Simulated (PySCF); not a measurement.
Compound: 2-methoxybenzyl alcohol, C₈H₁₀O₂.
Cartesian coordinates in Å at the GFN2-xTB level; atoms count from 1:
```
atom  x, y, z in Å
C1    -2.301   -1.115    0.947
O2    -1.531   -0.033    0.484
C3    -0.221   -0.255    0.145
C4     0.387   -1.502    0.154
C5     1.720   -1.629   -0.203
C6     2.453   -0.517   -0.568
C7     1.845    0.728   -0.584
C8     0.516    0.880   -0.230
C9    -0.154    2.232   -0.235
O10   -1.287    2.292   -1.067
H11   -3.274   -0.698    1.202
H12   -1.857   -1.569    1.838
H13   -2.428   -1.880    0.173
H14   -0.167   -2.384    0.437
H15    2.178   -2.607   -0.193
H16    3.491   -0.617   -0.845
H17    2.412    1.600   -0.873
H18    0.536    2.991   -0.611
H19   -0.430    2.494    0.800
H20   -1.893    1.599   -0.774
```

Definitions: NICS(0) = −σiso at the ring centroid; NICS(1) = −σiso and NICS(1)zz = −σzz at ±1 Å along the ring normal z. Level: GIAO PBE0/pcSseg-1 (PySCF, non-relativistic, gas phase) on the GFN2-xTB geometry, one conformer.

Ring bond lengths (Å), with Mayer bond orders in brackets: C3–C4 1.388 (1.40), C4–C5 1.385 (1.43), C5–C6 1.381 (1.46), C6–C7 1.386 (1.42), C7–C8 1.384 (1.49), C8–C3 1.404 (1.30).

Problem. What do the NICS probes read (ppm)?

Solution. 
| ring | type | NICS(0) | NICS(1), two faces | NICS(1)zz, two faces | rms pucker (Å) | centre to ring atoms, mean (Å) |
| --- | --- | --- | --- | --- | --- | --- |
| C3–C4–C5–C6–C7–C8 | 6-membered carbocycle; formal bonds all aromatic | -9.8 | -11.5 / -11.2 | -27.7 / -27.4 | 0.00 | 1.39 |

Problem. What can be read from them?

Solution. 
- C3–C4–C5–C6–C7–C8: mean NICS(1)zz -27.6 ppm, shielded, aromatic by this magnetic criterion (flat ring, no four-coordinate atom).

Problem. And the bond-length index? HOMA takes Krygowski's 1993 parameters.

Solution. 
- C3–C4–C5–C6–C7–C8: HOMA 0.99 = 1 − EN − GEO, with mean bond length 1.388 Å, EN = α(Ropt − mean)² = 0.000 and GEO = α × variance = 0.014. The geometric and the magnetic index point the same way.

Problem. Give the inner angles of the rings and the Hirshfeld charges of the ring atoms.

Solution. 
- C3–C4–C5–C6–C7–C8: C3 119.9° (+0.072 e), C4 120.1° (-0.078 e), C5 120.4° (-0.050 e), C6 119.5° (-0.062 e), C7 121.2° (-0.048 e), C8 118.9° (-0.020 e); sum 720.0° against 720° for a flat convex ring.
